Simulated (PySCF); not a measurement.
C₄H₁₁NSi, SMILES N([SiH2]C)=C(C)C. Atoms are numbered in the order given.

```xyz
17

C      2.8476    -0.2253    -0.5370
Si     1.1780    -0.7792     0.1086
N     -0.0013     0.4716    -0.2330
C     -1.2434     0.4921     0.0432
C     -1.9721    -0.6328     0.7639
C     -2.0881     1.6822    -0.3453
H      2.7996    -0.0465    -1.6230
H      3.6224    -0.9847    -0.3433
H      3.1540     0.7155    -0.0524
H      0.7809    -2.0675    -0.5488
H      1.2630    -1.0324     1.5847
H     -1.5194    -0.7967     1.7560
H     -3.0446    -0.4331     0.8997
H     -1.8602    -1.5741     0.2006
H     -2.9133     1.3672    -1.0078
H     -2.5574     2.1282     0.5491
H     -1.4720     2.4344    -0.8538
```

Geometry: B3LYP-D3(BJ)/def2-SVP. A frequency run showed that this geometry is not a minimum. This is a generated structure with no PubChem entry under its InChIKey; it may be hypothetical. Other conformers were not sampled.

All values below come from PySCF with PBE0/pcSseg-1.

GIAO shieldings, no solvent; atoms listed in one row are averaged. δ = σ(ref) − σ: ¹³C against TMS (σ = 186.3 ppm); ²⁹Si against TMS (σ = 352.7 ppm); ¹⁵N against NH3 (σ = 267.4 ppm); ¹H against TMS (σ = 31.56 ppm), references at their B3LYP-D3(BJ)/def2-TZVP geometries, non-relativistic.

Computed chemical shifts:
```json
[
 {"nucleus": "¹³C", "atoms": "C4", "count": "1", "δ (ppm)": "192.9"},
 {"nucleus": "¹³C", "atoms": "C6", "count": "1", "δ (ppm)": "39.0"},
 {"nucleus": "¹³C", "atoms": "C5", "count": "1", "δ (ppm)": "27.8"},
 {"nucleus": "¹³C", "atoms": "C1", "count": "1", "δ (ppm)": "-0.6"},
 {"nucleus": "²⁹Si", "atoms": "Si2", "count": "1", "δ (ppm)": "-43.3"},
 {"nucleus": "¹⁵N", "atoms": "N3", "count": "1", "δ (ppm)": "373.7"},
 {"nucleus": "¹H", "atoms": "H10, H11", "count": "2", "δ (ppm)": "5.04"},
 {"nucleus": "¹H", "atoms": "H15, H16, H17", "count": "3", "δ (ppm)": "2.49"},
 {"nucleus": "¹H", "atoms": "H12, H13, H14", "count": "3", "δ (ppm)": "2.17"},
 {"nucleus": "¹H", "atoms": "H7, H8, H9", "count": "3", "δ (ppm)": "0.77"}
]
```
